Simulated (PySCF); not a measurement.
cadmium atom (Cd), singlet (core potentials on Cd); CAMB3LYP/def2-TZVP, polarisability by finite fields (PySCF).

PySCF was given this input:
```python
from pyscf import gto, scf, dft

mol = gto.Mole()
mol.atom = '''
    Cd    0.000000    0.000000    0.000000
'''
mol.basis = 'def2-tzvp'
mol.ecp = {'Cd': 'def2-tzvp'}
mol.charge = 0
mol.spin = 0
mol.verbose = 4
mol.build()

mf = dft.RKS(mol)
mf.xc = 'camb3lyp'
mf.conv_tol = 1e-11
mf.kernel()
h0, z, done = mf.get_hcore(), mol.intor('int1e_r')[2], []
def energy(F):
    f = mf.copy()
    f.scf_summary = {}
    f.get_hcore = lambda *a: h0 + F * z
    e = f.kernel(mf.make_rdm1())
    done.append(f.converged)
    return e
F = 0.05
alpha = -(energy(F) + energy(-F) - 2 * mf.e_tot) / F**2
print('alpha_zz =', alpha)
```

What the program printed (banner, timings and long lists left out):

```
PySCF version 2.14.0

[INPUT] verbose = 4
[INPUT] num. atoms = 1
[INPUT] num. electrons = 20
[INPUT] charge = 0
[INPUT] spin (= nelec alpha-beta = 2S) = 0
[INPUT] symmetry False subgroup None
[INPUT] Mole.unit = angstrom
[INPUT] Symbol           X                Y                Z      unit          X                Y                Z       unit  Magmom
[INPUT]  1 Cd     0.000000000000   0.000000000000   0.000000000000 AA    0.000000000000   0.000000000000   0.000000000000 Bohr   0.0

nuclear repulsion = 0
number of shells = 14
number of NR pGTOs = 65
number of NR cGTOs = 40
basis = def2-tzvp
ecp = {'Cd': 'def2-tzvp'}

******** <class 'pyscf.dft.rks.RKS'> ********
method = RKS
initial guess = minao
damping factor = 0
level_shift factor = 0
DIIS = <class 'pyscf.scf.diis.CDIIS'>
diis_start_cycle = 1
diis_space = 8
diis_damp = 0
SCF conv_tol = 1e-11
SCF conv_tol_grad = None
SCF max_cycles = 50
direct_scf = True
direct_scf_tol = 1e-13
XC library pyscf.dft.libxc version 7.1.2
    S. Lehtola, C. Steigemann, M. J. T. Oliveira, and M. A. L. Marques,  SoftwareX 7, 1–5 (2018)
XC functionals = camb3lyp
    T. Yanai, D. P. Tew, and N. C. Handy,  Chem. Phys. Lett. 393, 51 (2004)
radial grids:
    Treutler-Ahlrichs [JCP 102, 346 (1995); DOI:10.1063/1.469408] (M4) radial grids

becke partition: Becke, JCP 88, 2547 (1988); DOI:10.1063/1.454033
pruning grids: <function nwchem_prune>
grids dens level: 3
symmetrized grids: False
atomic radii adjust function: <function treutler_atomic_radii_adjust>
small_rho_cutoff = 0
Set gradient conv threshold to 3.16228e-06
Initial guess from minao.
tot grids = 22392
init E= -155.410149805879
  HOMO = -0.916168770811866  LUMO = -0.479517182214571  gap/eV = 11.88189
cycle= 1 E= -166.561899807329  delta_E= -11.2  |g|= 3.08  |ddm|= 5.41
  HOMO = 0.032158992890369  LUMO = 0.0619800216642796  gap/eV = 0.81147
cycle= 2 E= -165.677328322175  delta_E= 0.885  |g|= 4.19  |ddm|= 5.11
  HOMO = -0.285704992634085  LUMO = 0.0107515373145837  gap/eV = 8.06699
cycle= 3 E= -167.748496948845  delta_E= -2.07  |g|= 0.0944  |ddm|= 2.27
  HOMO = -0.272623833871402  LUMO = 0.0155262370267769  gap/eV = 7.84096
cycle= 4 E= -167.751261612038  delta_E= -0.00276  |g|= 0.0187  |ddm|= 0.367
  HOMO = -0.279366886280918  LUMO = 0.0105219211095746  gap/eV = 7.88828
cycle= 5 E= -167.751345877976  delta_E= -8.43e-05  |g|= 0.00164  |ddm|= 0.039
  HOMO = -0.280027648889313  LUMO = 0.00986486544980085  gap/eV = 7.88838
cycle= 6 E= -167.75134737523  delta_E= -1.5e-06  |g|= 0.000236  |ddm|= 0.0101
  HOMO = -0.280009439780978  LUMO = 0.00986775799164037  gap/eV = 7.88796
cycle= 7 E= -167.751347382184  delta_E= -6.95e-09  |g|= 1.31e-06  |ddm|= 0.000203
  HOMO = -0.280009911297294  LUMO = 0.00986734094498293  gap/eV = 7.88796
cycle= 8 E= -167.751347382184  delta_E= -2.27e-13  |g|= 3.7e-07  |ddm|= 4.24e-06
  HOMO = -0.28000997843583  LUMO = 0.00986730792395428  gap/eV = 7.88796
Extra cycle  E= -167.751347382184  delta_E= -2.84e-14  |g|= 3.95e-07  |ddm|= 4.61e-07
converged SCF energy = -167.751347382184

******** <class 'pyscf.dft.rks.RKS'> ********
method = RKS
initial guess = minao
damping factor = 0
level_shift factor = 0
DIIS = <class 'pyscf.scf.diis.CDIIS'>
diis_start_cycle = 1
diis_space = 8
diis_damp = 0
SCF conv_tol = 1e-11
SCF conv_tol_grad = None
SCF max_cycles = 50
direct_scf = True
direct_scf_tol = 1e-13
XC library pyscf.dft.libxc version 7.1.2
    S. Lehtola, C. Steigemann, M. J. T. Oliveira, and M. A. L. Marques,  SoftwareX 7, 1–5 (2018)
XC functionals = camb3lyp
    T. Yanai, D. P. Tew, and N. C. Handy,  Chem. Phys. Lett. 393, 51 (2004)
radial grids:
    Treutler-Ahlrichs [JCP 102, 346 (1995); DOI:10.1063/1.469408] (M4) radial grids

becke partition: Becke, JCP 88, 2547 (1988); DOI:10.1063/1.454033
pruning grids: <function nwchem_prune>
grids dens level: 3
symmetrized grids: False
atomic radii adjust function: <function treutler_atomic_radii_adjust>
small_rho_cutoff = 0
Overwritten attributes  get_hcore  of <class 'pyscf.dft.rks.RKS'>
Set gradient conv threshold to 3.16228e-06
init E= -167.751347382184
  HOMO = -0.30707007333913  LUMO = -0.0275987882884721  gap/eV = 7.60480
cycle= 1 E= -167.801271508368  delta_E= -0.0499  |g|= 0.239  |ddm|= 0.883
  HOMO = -0.310388524810755  LUMO = -0.0270739712978392  gap/eV = 7.70938
cycle= 2 E= -167.80610603565  delta_E= -0.00483  |g|= 0.166  |ddm|= 0.248
  HOMO = -0.313878142198977  LUMO = -0.0234371304731997  gap/eV = 7.90330
cycle= 3 E= -167.809390768973  delta_E= -0.00328  |g|= 0.0159  |ddm|= 0.101
  HOMO = -0.315866669820107  LUMO = -0.0244422369986612  gap/eV = 7.93006
cycle= 4 E= -167.809447608165  delta_E= -5.68e-05  |g|= 0.00877  |ddm|= 0.0169
  HOMO = -0.31595755704112  LUMO = -0.0245002915344008  gap/eV = 7.93096
cycle= 5 E= -167.809461531814  delta_E= -1.39e-05  |g|= 0.00142  |ddm|= 0.0113
  HOMO = -0.316064677494148  LUMO = -0.0246140115145916  gap/eV = 7.93078
cycle= 6 E= -167.80946253403  delta_E= -1e-06  |g|= 9.26e-05  |ddm|= 0.00324
  HOMO = -0.316049406530724  LUMO = -0.0245976010546709  gap/eV = 7.93081
cycle= 7 E= -167.809462539995  delta_E= -5.96e-09  |g|= 1.42e-05  |ddm|= 0.000308
  HOMO = -0.316050861239448  LUMO = -0.0245978581444453  gap/eV = 7.93084
cycle= 8 E= -167.809462540032  delta_E= -3.75e-11  |g|= 7.45e-07  |ddm|= 1.36e-05
  HOMO = -0.316050673093681  LUMO = -0.0245977378969711  gap/eV = 7.93084
cycle= 9 E= -167.809462540032  delta_E= -5.68e-14  |g|= 4.56e-08  |ddm|= 1.49e-06
  HOMO = -0.316050659670518  LUMO = -0.0245977293908544  gap/eV = 7.93084
Extra cycle  E= -167.809462540032  delta_E= -1.42e-13  |g|= 1.79e-08  |ddm|= 1.67e-07
converged SCF energy = -167.809462540032

******** <class 'pyscf.dft.rks.RKS'> ********
method = RKS
initial guess = minao
damping factor = 0
level_shift factor = 0
DIIS = <class 'pyscf.scf.diis.CDIIS'>
diis_start_cycle = 1
diis_space = 8
diis_damp = 0
SCF conv_tol = 1e-11
SCF conv_tol_grad = None
SCF max_cycles = 50
direct_scf = True
direct_scf_tol = 1e-13
XC library pyscf.dft.libxc version 7.1.2
    S. Lehtola, C. Steigemann, M. J. T. Oliveira, and M. A. L. Marques,  SoftwareX 7, 1–5 (2018)
XC functionals = camb3lyp
    T. Yanai, D. P. Tew, and N. C. Handy,  Chem. Phys. Lett. 393, 51 (2004)
radial grids:
    Treutler-Ahlrichs [JCP 102, 346 (1995); DOI:10.1063/1.469408] (M4) radial grids

becke partition: Becke, JCP 88, 2547 (1988); DOI:10.1063/1.454033
pruning grids: <function nwchem_prune>
grids dens level: 3
symmetrized grids: False
atomic radii adjust function: <function treutler_atomic_radii_adjust>
small_rho_cutoff = 0
Set gradient conv threshold to 3.16228e-06
init E= -167.751347382184
  HOMO = -0.307070073339132  LUMO = -0.0275987882884703  gap/eV = 7.60480
cycle= 1 E= -167.801271508368  delta_E= -0.0499  |g|= 0.239  |ddm|= 0.883
  HOMO = -0.310388524810752  LUMO = -0.0270739712978472  gap/eV = 7.70938
cycle= 2 E= -167.80610603565  delta_E= -0.00483  |g|= 0.166  |ddm|= 0.248
  HOMO = -0.313878142198972  LUMO = -0.0234371304732024  gap/eV = 7.90330
cycle= 3 E= -167.809390768973  delta_E= -0.00328  |g|= 0.0159  |ddm|= 0.101
  HOMO = -0.315866669820103  LUMO = -0.0244422369986621  gap/eV = 7.93006
cycle= 4 E= -167.809447608165  delta_E= -5.68e-05  |g|= 0.00877  |ddm|= 0.0169
  HOMO = -0.315957557041131  LUMO = -0.0245002915344044  gap/eV = 7.93096
cycle= 5 E= -167.809461531814  delta_E= -1.39e-05  |g|= 0.00142  |ddm|= 0.0113
  HOMO = -0.316064677494145  LUMO = -0.0246140115145881  gap/eV = 7.93078
cycle= 6 E= -167.80946253403  delta_E= -1e-06  |g|= 9.26e-05  |ddm|= 0.00324
  HOMO = -0.316049406530726  LUMO = -0.0245976010546833  gap/eV = 7.93081
cycle= 7 E= -167.809462539995  delta_E= -5.96e-09  |g|= 1.42e-05  |ddm|= 0.000308
  HOMO = -0.316050861239439  LUMO = -0.0245978581444461  gap/eV = 7.93084
cycle= 8 E= -167.809462540032  delta_E= -3.75e-11  |g|= 7.45e-07  |ddm|= 1.36e-05
  HOMO = -0.316050673093744  LUMO = -0.0245977378970004  gap/eV = 7.93084
cycle= 9 E= -167.809462540032  delta_E= 2.84e-14  |g|= 4.56e-08  |ddm|= 1.49e-06
  HOMO = -0.316050659670497  LUMO = -0.0245977293908579  gap/eV = 7.93084
Extra cycle  E= -167.809462540032  delta_E=    0  |g|= 1.79e-08  |ddm|= 1.67e-07
converged SCF energy = -167.809462540032
alpha_zz = 46.492126278189964
```
